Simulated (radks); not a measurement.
Charge is removed step by step from the 1s level of F, starting from [He] 2s2 2p5. Calculated with a radial shooting solver on a logarithmic mesh with Libxc functionals: scalar-relativistic Kohn-Sham, PBEsol, spin-unpolarised, spherical densities, point nucleus.

| removed (e) | E - E(0) (eV) | eigenvalue (eV) | E minus straight line (eV) |
|---|---|---|---|
| 0 | 0.000 | -661.16 | 0.000 |
| 0.1 | 66.551 | -669.91 | -4.021 |
| 0.2 | 133.98 | -678.73 | -7.164 |
| 0.3 | 202.29 | -687.61 | -9.422 |
| 0.4 | 271.50 | -696.56 | -10.788 |
| 0.5 | 341.60 | -705.55 | -11.257 |
| 0.6 | 412.61 | -714.60 | -10.825 |
| 0.7 | 484.52 | -723.68 | -9.486 |
| 0.8 | 557.34 | -732.79 | -7.237 |
| 0.9 | 631.07 | -741.93 | -4.075 |
| 1 | 705.72 | -751.07 | 0.000 |

Removing the whole electron costs 705.72 eV by Delta-SCF, against 661.16 eV from minus the eigenvalue at the starting occupation. Slater's transition state (half an electron removed) gives 705.55 eV. Integrating minus the eigenvalue over the occupation (Janak's theorem) gives 705.74 eV. In this scalar-relativistic scheme the density is built from large components alone, so the theorem holds only approximately. The mean slope of the eigenvalue, de/dn, is 89.9 eV per electron.
